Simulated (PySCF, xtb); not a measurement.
Ta(NH)(OH)2(Me) (CH₆NO₂Ta), SMILES [CH3][Ta](=[NH])([OH])[OH], multiplicity 1. The values are those of a single conformer.

Harmonic wavenumbers (cm⁻¹) from xtb with GFN2-xTB at its own minimum, in rising order: 81, 95, 119, 129, 142, 159, 324, 344, 380, 417, 436, 465, 492, 528, 559, 684, 698, 897, 1258, 1469, 1479, 2996, 3019, 3022, 3448, 3662, 3668.

### Question
What does PBE-D3(BJ)/def2-SVP in PySCF 2.14.0 give at its own minimum? (The exact figures need the calculation; the answer reports its results.)

### Answer
154, 156, 168, 176, 203, 206, 370, 375, 455, 493, 522, 553, 569, 582, 625, 689, 698, 959, 1143, 1356, 1362, 2949, 3048, 3063, 3586, 3793, 3796. Paired by order, the mean absolute difference is 69 cm⁻¹ and the zero-point energies are 44.3 and 45.8 kcal/mol.
